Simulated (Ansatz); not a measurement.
Reaction (formal exchange of groups at a C–B bond): `NBCBr` + `FC[SiH3]` → `FC[SiH2]CBr` + `BN`

Isolated molecules relaxed with PBE0-D4/def2-TZVP in Ansatz; ΔE leaves out vibrations. CBS: MP2 limit from def2 TZ/QZ plus the TZ coupled-cluster correction, frozen cores. This one scheme is used for every species. DFT in def2-TZVPP. B3LYP here is the variant with VWN-RPA as its local correlation; programs differ in this. For Br outer-core shells are correlated without core-valence functions, which leaves a few kJ/mol of doubt a bond. Scalar relativity is left out up to krypton. One conformer a species, not always the lowest.

```csv
level,ΔE (kJ/mol)
PBE-D4,18.4
r2SCAN-D4,18.7
B3LYP-D4,16.3
B2PLYP,17.2
r2SCAN,19.4
PBE0,20.1
CCSD/def2-TZVPP,16.0
MP2/CBS(def2),13.5
```

**Question.** What does CCSD(T)/CBS give? (An estimate is asked.)

**Answer.** Ansatz gave: +15.2 kJ/mol. The listed levels differ from it by 3.2, 3.5, 1.1, 2.0, 4.2, 4.9, 0.8, -1.7 kJ/mol.

Largest T1 diagnostic among the species: 0.012.

The D4 term adds −3.5 kJ/mol with B3LYP and −2.1 kJ/mol with PBE0; it sums over pairs of atoms, weighted by their polarisabilities, and B3LYP, whose exchange is more repulsive, gets the larger term.
